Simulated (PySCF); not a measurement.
## Bonding in `N#C[Si@@H]1C[C@H]1CF`

Compound: C4H6FNSi.
Numbering: `[N:1]#[C:2][Si@@H:3]1[CH2:4][C@H:5]1[CH2:6][F:7]` (hydrogens: H8 on Si3; H9, H10 on C4; H11 on C5; H12, H13 on C6)

Geometry (GFN2-xTB, Å), atoms numbered from 1 in this order:
```
atom  x, y, z in Å
N1     3.7735   -0.5288    0.5196
C2     2.7463   -0.0848    0.2716
Si3    1.1053    0.6597   -0.1591
C4    -0.2178    0.4599    1.1666
C5    -0.3317   -0.5640    0.0232
C6    -1.5301   -0.4331   -0.8752
F7    -1.5770    0.8276   -1.4340
H8     1.1409    1.7145   -1.1457
H9    -1.0179    1.1859    1.2137
H10    0.0218    0.0621    2.1431
H11   -0.1550   -1.5970    0.2992
H12   -2.4746   -0.5605   -0.3303
H13   -1.4881   -1.1410   -1.7103
```

Bond orders from the PBE0/pcSseg-1 density (PySCF). One conformer (not necessarily the lowest) at the GFN2-xTB geometry, without solvent, vibrations or thermal averaging.

Problem. Where do the orders between heavy atoms depart from those drawn in the SMILES?

Solution. The largest departure is 0.140, at C2–Si3 (drawn single, 0.860). Drawn single, order below 0.88: C2–Si3 (0.860), C4–C5 (0.868) and C6–F7 (0.867).

Problem. Give the Mayer order of every bond, beside its length.

Solution. 
```json
{"bond": "N1–C2", "drawn as": "triple", "length (Å)": "1.146", "Mayer order": "2.913"}
{"bond": "C2–Si3", "drawn as": "single", "length (Å)": "1.853", "Mayer order": "0.860"}
{"bond": "Si3–C4", "drawn as": "single", "length (Å)": "1.884", "Mayer order": "0.961"}
{"bond": "C4–C5", "drawn as": "single", "length (Å)": "1.539", "Mayer order": "0.868"}
{"bond": "C5–C6", "drawn as": "single", "length (Å)": "1.503", "Mayer order": "1.030"}
{"bond": "C6–F7", "drawn as": "single", "length (Å)": "1.380", "Mayer order": "0.867"}
{"bond": "C5–Si3", "drawn as": "single", "length (Å)": "1.896", "Mayer order": "0.896"}
{"bond": "Si3–H8", "drawn as": "single", "length (Å)": "1.445", "Mayer order": "0.938"}
{"bond": "C4–H9", "drawn as": "single", "length (Å)": "1.081", "Mayer order": "0.943"}
{"bond": "C4–H10", "drawn as": "single", "length (Å)": "1.081", "Mayer order": "0.942"}
{"bond": "C5–H11", "drawn as": "single", "length (Å)": "1.084", "Mayer order": "0.932"}
{"bond": "C6–H12", "drawn as": "single", "length (Å)": "1.098", "Mayer order": "0.944"}
{"bond": "C6–H13", "drawn as": "single", "length (Å)": "1.096", "Mayer order": "0.955"}
```

By pair of heavy elements: C–Si: lowest C2–Si3 (0.860, 1.853 Å), highest Si3–C4 (0.961, 1.884 Å); in 2 of the 3 pairs the longer bond (by over 0.003 Å) has the higher order (by 0.02 or more). C–C: lowest C4–C5 (0.868, 1.539 Å), highest C5–C6 (1.030, 1.503 Å).

Problem. Sum the orders of all bonds at each heavy atom with more than one neighbour and set the sums beside the valence in the SMILES.

Solution. C2 3.773 (drawn 4), Si3 3.655 (drawn 4), C4 3.714 (drawn 4), C5 3.726 (drawn 4), C6 3.796 (drawn 4). Orders between atoms that aren't bonded are not in these sums.

The Mayer order sums products of elements of PS (density times overlap matrix) between the two atoms' basis functions, so it depends on the basis set.
